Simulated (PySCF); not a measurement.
Excitations are Tamm–Dancoff values on a coarser integration grid. The basis has no diffuse functions, so Rydberg states are missing or too high.

Cartesian coordinates (Å):
```xyz
8

C     -2.0453     0.2982    -0.6402
B     -0.7448     0.1091    -0.2181
B      0.7428    -0.1080     0.2613
C      2.0452    -0.2981     0.6773
H     -2.6687     1.1058    -0.2735
H     -2.5234    -0.3503    -1.3657
H      2.8906     0.1569     0.1734
H      2.3037    -0.9135     1.5317
```
Charge 0, multiplicity 1.

### Question
What HOMO, S1–T1 gap (TDA), brightest of the four lowest singlets (TDA), HOMO–LUMO gap and S1 excitation (TDA) does PBE-D3(BJ)/def2-TZVP // CAM-B3LYP-D3(BJ)/def2-TZVP (PySCF) give?

### Answer

```
Property                                       Result
-------------------------------------------  --------
HOMO                                         -6.14 eV
S1–T1 gap (TDA)                               0.73 eV
brightest of the four lowest singlets (TDA)   5.57 eV
HOMO–LUMO gap                                 3.18 eV
S1 excitation (TDA)                           3.19 eV
```
